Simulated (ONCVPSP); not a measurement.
u(r) = r·R(r): atom against pseudo-atom (carbon (C))

Columns: radius, all-electron u(r) and pseudo u(r) of the 2p shell (level -5.71 eV) of carbon in the configuration [He] 2s1 2p3; PBE, scalar-relativistic, ONCV scheme, ONCVPSP 4.0.1.

```
r (bohr)  all-electron  pseudo
   0.152        0.0960  0.0262
   0.305        0.2629  0.1013
   0.458        0.4181  0.2138
   0.610        0.5385  0.3462
   0.762        0.6243  0.4810
   0.915        0.6792  0.6022
   1.068        0.7069  0.6958
   1.220        0.7133  0.7545
   1.372        0.7039  0.7780
   1.525        0.6833  0.7703
   1.678        0.6550  0.7386
   1.830        0.6222  0.6918
   1.982        0.5866  0.6381
   2.135        0.5496  0.5833
   2.288        0.5125  0.5318
   2.440        0.4763  0.4857
   2.592        0.4413  0.4449
   2.745        0.4076  0.4085
   2.898        0.3756  0.3758
   3.050        0.3458  0.3458
   3.202        0.3179  0.3179
   3.355        0.2917  0.2917
   3.508        0.2675  0.2675
   3.660        0.2451  0.2451
   3.812        0.2245  0.2245
   3.965        0.2053  0.2053
```

Q: How many radial nodes do the two functions have?

A: The all-electron 2p function has n − l − 1 = 0; the pseudo-wave has 0.

Q: At about which radius was the pseudo-wave matched?

A: 3.05 bohr, where the columns begin to agree (steps of 0.15 bohr).

Q: Is the pseudo-wave norm-conserving?

A: Yes: the ONCV scheme keeps the norm inside the radius equal to the all-electron one, which fixes the energy derivative of the logarithmic derivative at the level.
